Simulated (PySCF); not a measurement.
C₃H₄BrF. Atoms are numbered in the order given.

```xyz
9

C     -1.6725     0.9225     0.0000
C     -0.2350     0.5421     0.0000
Br     0.1605    -1.3054     0.0000
C      0.7926     1.3926     0.0000
F      0.5959     2.7093     0.0000
H     -2.1847     0.5204     0.8879
H     -1.7679     2.0169     0.0000
H     -2.1847     0.5204    -0.8879
H      1.8461     1.1043     0.0000
```
Charge 0, spin multiplicity 1.

The structure is a stationary point at PBE0-D3(BJ)/def2-SVP.

Computed with PBE0/pcSseg-1 run with PySCF.

GIAO shieldings, no solvent; atoms alike by connectivity are averaged. δ = σ(ref) − σ: ¹³C against TMS (σ = 186.3 ppm); ¹⁹F against CFCl3 (σ = 167.2 ppm); ¹H against TMS (σ = 31.56 ppm), references at their B3LYP-D3(BJ)/def2-TZVP geometries, non-relativistic (without spin–orbit terms, shifts of atoms bonded to Cl or Br come out too high).

```
atoms       nucleus  count  δ (ppm)
----------  -------  -----  -------
C4              ¹³C      1      [?]
C2              ¹³C      1    129.7
C1              ¹³C      1     22.0
F5              ¹⁹F      1      [?]
H9               ¹H      1     7.19
H6, H7, H8       ¹H      3      [?]
```

Question: Some entries are withheld; supply them. (Estimate from the structure and the level; the computed values follow.)

Answer: 
- C4, δ (ppm): 157.5
- H6, H7, H8, δ (ppm): 2.39
- F5, δ (ppm): -119.2
